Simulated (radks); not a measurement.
Q: The mean radii <r> (bohr) of the occupied orbitals of an atom or ion are listed with their occupations. Calculated with a radial shooting solver on a logarithmic mesh with Libxc functionals: Dirac Kohn-Sham, PBEsol, spin-unpolarised, spherical densities, finite nucleus; Fermi nuclear charge, rms radius of each element as measured or else 0.836 A^(1/3) + 0.57 fm.

orbital  occ.      <r>
1s1/2       2  0.02191
2s1/2       2  0.09276
2p1/2       2  0.07746
2p3/2       4  0.08430
3s1/2       2   0.2429
3p1/2       2   0.2325
3p3/2       4   0.2452
3d3/2       4   0.2171
3d5/2       6   0.2210
4s1/2       2   0.5195
4p1/2       2   0.5230
4p3/2       4   0.5445
4d3/2       4   0.5477
4d5/2       1   0.5540

Name the element and its charge. Open shells, if any, fill j = l - 1/2 first.

A: Z = 64, gadolinium, charge +23: Gd23+ in [Kr] 4d5. The 1s radius gives Z: for a bare nucleus <r> = (2 gamma + 1)/(2Z) with gamma = sqrt(1 - (Z/c)^2), 0.02163 bohr for Z = 64, and screening makes it slightly larger (0.02191 here). The occupations add up to 41, and the charge is Z minus that.
